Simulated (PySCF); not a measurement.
Homolysis of single bonds, series Si Br-H. Gas-phase values, no solvent. Strings in code marks are SMILES.

The highest occupied spin orbital from two functionals at the same geometries (B3LYP-D3(BJ)/def2-TZVP), both in PySCF: PBE-D3(BJ)/def2-TZVP and B3LYP-D3(BJ)/def2-TZVP. B3LYP has the VWN-RPA correlation part, as in Gaussian. 

```tsv
species	PBE-D3(BJ)/def2-TZVP (eV)
radical fragment (`[Br]`)	-7.43
radical fragment (`Br[SiH]Br`)	-5.61
radical fragment (`[SiH2]Br`)	-5.43
```

What does B3LYP-D3(BJ)/def2-TZVP give for each?


- radical fragment (`[Br]`): -8.51
- radical fragment (`Br[SiH]Br`): -6.50
- radical fragment (`[SiH2]Br`): -6.29
Over these rows, drawn at random from the members with no instability flagged (it was tested for open shells, ions and some series alone), PBE minus B3LYP-D3(BJ): mean +0.94 eV, from +0.86 eV to +1.08 eV.
